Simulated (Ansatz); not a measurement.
Consider the hydrogenolysis of the Sn–Si bond: `C[NH][SnH2][SiH3]` + H₂ → `C[NH][SnH3]` + SiH₄.

Isolated molecules relaxed with PBE0-D4/def2-TZVP in Ansatz; ΔE leaves out vibrations. CBS: MP2 limit from def2 TZ/QZ plus the TZ coupled-cluster correction, frozen cores. This one scheme is used for every species. DFT in def2-TZVPP. B3LYP here is the variant with VWN-RPA as its local correlation; programs differ in this. Elements past krypton have def2 core potentials. For Sn outer-core shells are correlated without core-valence functions, which leaves a few kJ/mol of doubt a bond. Each species was taken in one conformer, which may not be the lowest.

```csv
level,ΔE (kJ/mol)
r2SCAN-D4,11.9
PBE,12.4
B3LYP,-2.9
CCSD/CBS(def2),5.3
```

(1) What does CCSD(T)/CBS give? (Estimate.)

Largest T1 diagnostic among the species: 0.013.

## Answers

(1) Computed: +10.4 kJ/mol. The listed levels differ from it by 1.5, 2.0, -13.3, -5.1 kJ/mol.

From PBE to PBE0 (25 % exact exchange), in def2-TZVPP and without D4, ΔE moves by −5.6 kJ/mol. In def2-TZVPP, CCSD(T) changes the Hartree–Fock value by +27.9 kJ/mol (the triples alone add +5.2 kJ/mol) and MP2 by +33.3 kJ/mol.
